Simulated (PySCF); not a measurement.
Species: sum formula H2SiO3F, charge -1, multiplicity 1. It need not be the lowest isomer of its formula. Whether it binds its extra electron was not tested at this geometry. 
Structure (B3LYP-D3(BJ)/def2-TZVP (Ansatz) minimum search):
```xyz
7

Si    -0.0413     0.1130    -0.0027
F      0.0251    -0.4127     1.5436
O     -0.5517     1.5563    -0.2484
O      1.5408    -0.1816    -0.5066
O     -0.9683    -1.1039    -0.7124
H      1.8549     0.6302    -0.9132
H     -1.6687    -0.6649    -1.2022
```
Charge -1, spin multiplicity 1.

Dispersion corrections to the total energy (kcal/mol) from the dftd3 and dftd4 libraries through PySCF: D3(BJ) without and D4 with the three-body term, each with the damping fitted for the functional named.

```tsv
functional	D3(BJ)	D4
PBE	-2.66	-3.63
r2SCAN	-0.70	?
HSE06	-1.71	-2.79
B3LYP	?	-5.89
B2PLYP	-2.23	-2.51
LC-wPBE	-2.50	-4.04
TPSSh	?	-4.44
```

Task: Fill in the missing entries.

Result: 
- r2SCAN, D4: -0.84
- B3LYP, D3(BJ): -4.77
- TPSSh, D3(BJ): -3.07
